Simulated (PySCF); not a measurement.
Computed spin Hamiltonian

Species: C₄H₄Cl₂F (doublet state).
Z-matrix (Å and degrees, GFN2-xTB geometry), rows numbered from 1:
```
F 
C   1  1.3583
Cl  2  1.7665  1  109.57
C   2  1.5150  1  117.66  3  -142.95
C   2  1.4505  1  120.53  3   148.06
C   5  1.4375  2  138.49  4   131.98
Cl  6  1.8554  5  110.60  2   -61.31
H   4  1.0844  2  120.17  5  -108.39
H   4  1.0835  2  115.55  5   109.75
H   6  1.0891  5  112.09  2  -176.78
H   6  1.0884  5  112.83  2    56.33
```

The hyperfine couplings belong to this conformer and change with its torsions.

As a line formula: `F[C@]1(Cl)C[C]1CCl` [radical].

Theory: UKS B3LYP, pcH-1 on C Cl F H, non-relativistic, mean-field spin-orbit, GIAO in PySCF. The structure is a single GFN2-xTB conformer in the gas phase; no vibrational or solvent corrections. A GFN2-xTB geometry isn't a minimum of the functional, and hyperfine couplings can be far from their values at a DFT geometry. No stability test was run, so a lower SCF solution isn't excluded.

```
g1, g2, g3 : 2.00434, 2.00658, 2.00679
g_iso      : 2.00590
Form of g  : close to axial: the two nearest values differ by 8 % of g3 − g1
⟨S²⟩       : 0.7548 (exact 0.7500)
```

Isotropic coupling and dipolar principal values T1 to T3, in MHz:

```json
{"atom": "F1", "isotope": "19F", "a_iso": "82.0", "of which spin–orbit": "-0.1", "T1": "-47.9", "T2": "-39.0", "T3": "86.9", "Mulliken spin population": "0.02"}
{"atom": "C2", "isotope": "13C", "a_iso": "-22.3", "of which spin–orbit": "0.0", "T1": "-7.6", "T2": "-0.1", "T3": "7.7", "Mulliken spin population": "-0.01"}
{"atom": "Cl3", "isotope": "35Cl", "a_iso": "1.3", "of which spin–orbit": "0.2", "T1": "-8.9", "T2": "-7.1", "T3": "16.0", "Mulliken spin population": "0.03"}
{"atom": "C4", "isotope": "13C", "a_iso": "-25.4", "of which spin–orbit": "0.0", "T1": "-4.9", "T2": "1.5", "T3": "3.4", "Mulliken spin population": "-0.05"}
{"atom": "C5", "isotope": "13C", "a_iso": "177.1", "of which spin–orbit": "0.0", "T1": "-72.5", "T2": "-68.6", "T3": "141.1", "Mulliken spin population": "0.85"}
{"atom": "C6", "isotope": "13C", "a_iso": "16.0", "of which spin–orbit": "-0.1", "T1": "-5.2", "T2": "0.5", "T3": "4.7", "Mulliken spin population": "-0.06"}
{"atom": "Cl7", "isotope": "35Cl", "a_iso": "20.8", "of which spin–orbit": "1.2", "T1": "-25.1", "T2": "-24.0", "T3": "49.1", "Mulliken spin population": "0.12"}
{"atom": "H8", "isotope": "1H", "a_iso": "77.0", "of which spin–orbit": "0.0", "T1": "-4.6", "T2": "-2.1", "T3": "6.7", "Mulliken spin population": "0.03"}
{"atom": "H9", "isotope": "1H", "a_iso": "120.3", "of which spin–orbit": "0.0", "T1": "-6.2", "T2": "-3.3", "T3": "9.6", "Mulliken spin population": "0.05"}
{"atom": "H10", "isotope": "1H", "a_iso": "35.5", "of which spin–orbit": "0.0", "T1": "-6.1", "T2": "-3.2", "T3": "9.3", "Mulliken spin population": "0.01"}
{"atom": "H11", "isotope": "1H", "a_iso": "5.7", "of which spin–orbit": "0.0", "T1": "-5.6", "T2": "-3.4", "T3": "9.1", "Mulliken spin population": "0.00"}
```

Largest spin populations (Mulliken): C5 (+0.85), Cl7 (+0.12) and C6 (-0.06). C5 is the only atom above +0.15. The angles at C5 add up to 338.6°, so it is pyramidal.

Under fast tumbling the dipolar parts average out, and these isotropic splittings remain (the largest six): 1 × 1H (H9, I = 1/2, 2 lines) with 4.28 mT, 1 × 19F (F1, I = 1/2, 2 lines) with 2.92 mT, 1 × 1H (H8, I = 1/2, 2 lines) with 2.74 mT, 1 × 1H (H10, I = 1/2, 2 lines) with 1.26 mT, 1 × 35Cl (Cl7, I = 3/2, 4 lines) with 0.74 mT and 1 × 1H (H11, I = 1/2, 2 lines) with 0.20 mT.

Main isotope only: 35Cl (natural samples also hold 24 % 37Cl, magnetic too, which adds its own pattern).

The 13C coupling of C5 (177.1 MHz) shows only in satellite lines or after enrichment, since that isotope makes up about 1.07 % of natural carbon.

Time: 90 s wall (with the writing of density and orbital grids); peak memory 0.84 GiB. Hardware: an Arm Neoverse N1 with one thread, shared host.
